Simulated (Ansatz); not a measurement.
Program: Ansatz. Geometries: PBE0-D4/def2-TZVP. ΔE: electronic, gas phase. CBS: MP2 limit from def2 TZ/QZ plus the TZ coupled-cluster correction, frozen cores. DFT in def2-TZVPP. For Ge outer-core shells are correlated without core-valence functions, which leaves a few kJ/mol of doubt a bond. Scalar relativity is left out up to krypton. One conformer a species, not always the lowest.

`F[SiH](F)[Si](F)(F)F` + `[OH][GeH3]` → `F[SiH](F)[O][GeH3]` + `F[SiH](F)F`  (cleavage of the Si–Si bond)

| species | ωB97X-V energy (Eh) |
| --- | --- |
| `F[SiH](F)[Si](F)(F)F` | -1079.13135 |
| `[OH][GeH3]` | -2154.45890 |
| `F[SiH](F)[O][GeH3]` | -2643.82752 |
| `F[SiH](F)F` | -589.82863 |

Q: Work out ΔE.

A: ΔE = (-2643.82752) + (-589.82863) − (-1079.13135) − (-2154.45890) = -0.06590 Eh = -41.4 kcal/mol. CCSD(T)/CBS gives -43.6 kcal/mol.

Largest T1 diagnostic among the species: 0.013.

At CCSD(T), def2-SVP lies −1.1 kcal/mol from the extrapolated value and def2-TZVPP −0.5 kcal/mol. From PBE to PBE0 (25 % exact exchange), in def2-TZVPP and without D4, ΔE moves by −3.4 kcal/mol.
